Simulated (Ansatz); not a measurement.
This geometry of CH5FGe + H2O (11 atoms, charge 0, multiplicity 1) is a first-order saddle point.

Level of theory: RKS PBE/def2-SVP (Ansatz 0.2.0).

```xyz
11
Properties=species:S:1:pos:R:3
Ge -0.667 0.033 -0.174
F 0.387 -1.773 -0.170
H -1.932 -0.870 -0.113
H -1.174 1.335 -0.914
C 0.220 0.600 1.466
H 0.850 -1.125 -1.182
O 0.768 -0.135 -1.669
H -0.446 1.275 2.040
H 0.494 -0.282 2.073
H 1.138 1.159 1.198
H 0.363 -0.217 -2.554
```

Problem. Which two structures does it join? (They come from a converged band through this point; their orientation in space is the band's.)

Solution. Bonds broken: Ge1–F2, H6–O7. Bonds formed: Ge1–O7, F2–H6. CH5FGe + H2O becomes CH6GeO + FH.

Image 0:

```xyz
11
Properties=species:S:1:pos:R:3
Ge -1.131 -0.216 0.156
F -0.407 -1.662 -0.620
H -2.369 -0.794 0.897
H -1.567 0.708 -1.011
C 0.217 0.547 1.334
H 1.103 -0.865 -1.378
O 1.573 -0.028 -1.588
H -0.164 1.480 1.794
H 0.480 -0.171 2.135
H 1.106 0.767 0.712
H 1.158 0.233 -2.431
```

Image 8:

```xyz
11
Properties=species:S:1:pos:R:3
Ge -0.804 0.446 -0.323
F 1.060 -2.145 -0.058
H -1.948 -0.603 -0.254
H -1.340 1.792 -0.890
C 0.225 0.605 1.320
H 0.978 -1.454 -0.731
O 0.465 -0.159 -1.523
H -0.440 0.730 2.196
H 0.795 -0.341 1.409
H 0.922 1.463 1.260
H 0.086 -0.334 -2.405
```

Problem. How far does it lie above each of them?

Solution. 19.6 kcal/mol above the first and 15.3 kcal/mol above the second. This is the barrier of this one path; another mechanism may lie lower. The orbitals stay closed-shell, which can raise the energy where a bond breaks towards radicals; this wasn't checked here.

Run time: 84 s on 2 threads of Intel(R) Xeon(R) Platinum 8488C (Sapphire Rapids), on a shared host, peak memory 0.17 GiB.
